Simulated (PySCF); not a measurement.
r2SCAN on C⁻ (carbon, charge -1), [He] 2s2 2p3, high-spin 4S determinant. Computed with PySCF 2.14 in aug-cc-pVQZ (6s5p4d3f2g, 80 functions), with the non-relativistic Hamiltonian (point nucleus).

```
cycle= 1 E= -37.888549018387  delta_E= -0.00341  |g|= 0.02  |ddm|= 0.295
cycle= 2 E= -37.8879659243999  delta_E= 0.000583  |g|= 0.0329  |ddm|= 0.112
cycle= 3 E= -37.8888817911788  delta_E= -0.000916  |g|= 0.00135  |ddm|= 0.0769
cycle= 4 E= -37.8888834728832  delta_E= -1.68e-06  |g|= 0.0003  |ddm|= 0.00339
cycle= 5 E= -37.8888835779126  delta_E= -1.05e-07  |g|= 3.22e-05  |ddm|= 0.000861
cycle= 6 E= -37.888883580687  delta_E= -2.77e-09  |g|= 7.29e-06  |ddm|= 0.00027
cycle= 7 E= -37.8888835807434  delta_E= -5.63e-11  |g|= 2.72e-07  |ddm|= 2.66e-05
converged SCF energy = -37.8888835807434  <S^2> = 3.7548367  2S+1 = 4.0024176
```

Highest occupied orbital energy: 1.702 eV; ⟨L²⟩ = 0.00; populations by l: s 4.00, p 3.00, d 0.00, f 0.00.

(1) Can this result be used?

Answers

(1) With care. Self-consistency was reached. At r2SCAN the highest occupied level has a positive energy, so only the finite basis holds that electron; in a semilocal or global hybrid functional this comes from self-interaction and does not mean that the real anion is unbound.
